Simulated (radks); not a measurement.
Task: Valence configurations of Nd II (all share [Xe]). Calculated with a radial shooting solver on a logarithmic mesh with Libxc functionals: Dirac Kohn-Sham, PBE, spin-unpolarised, spherical densities, point nucleus; open shells fill j = l - 1/2 first. Order these by energy: 4f3.5 6s1 6p0.5; 4f3 6s1 6p1; 4f4.5 6s0.5; 4f4 6s1; 4f3 6s2; 4f4 5d1; 4f3.5 5d0.5 6s0.5 6p0.5; 4f4 6p1; 4f4 5d0.5 6s0.5; 4f3.5 6s1.5.

Result: From the lowest, in eV above it: 4f4 6s1 0.000; 4f4 5d0.5 6s0.5 0.436; 4f3.5 6s1.5 0.462; 4f4.5 6s0.5 0.808; 4f4 5d1 0.973; 4f3.5 6s1 6p0.5 1.952; 4f3.5 5d0.5 6s0.5 6p0.5 2.049; 4f3 6s2 2.476; 4f4 6p1 2.766; 4f3 6s1 6p1 5.697. NIST lists [Xe] 4f4 6s1 as the ground configuration; this level of theory agrees among the configurations tried. The energies are those of spherical spin-averaged densities, not of single terms.
